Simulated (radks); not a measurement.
The nuclear charge of neutral iron is varied continuously with 26 electrons held in [Ar] 3d6 4s2. Method: non-relativistic Kohn-Sham, PBE, spin-polarised, spherical densities, point nucleus; open shells are filled with parallel spins first; computed with a radial shooting solver on a logarithmic mesh with Libxc functionals. By the Hellmann-Feynman theorem dE/dZ = E(electron-nucleus)/Z, the electronic potential at the nucleus.

\begin{tabular}{lrrrrr}
Z & E (hartree) & E(electron-nucleus)/Z (hartree) & HOMO & e(HOMO) (eV) & <r> HOMO (bohr) \\ \hline
25.8 & -1240.42237 & -114.462 & 3d & -3.075 & 1.277 \\
26 & -1263.43212 & -115.635 & 4s & -4.782 & 3.144 \\
26.2 & -1286.67602 & -116.804 & 4s & -6.378 & 2.996 \\
26.4 & -1310.15340 & -117.970 & 4s & -8.091 & 2.869 \\
26.6 & -1333.86371 & -119.133 & 4s & -9.912 & 2.756 \\
26.8 & -1357.80649 & -120.294 & 4s & -11.837 & 2.656 \\
27 & -1381.98132 & -121.454 & 4s & -13.861 & 2.566 \\
\end{tabular}

The central difference of E at Z = 26 is -115.634 hartree, to compare with the third column; the second derivative is -5.85 hartree.
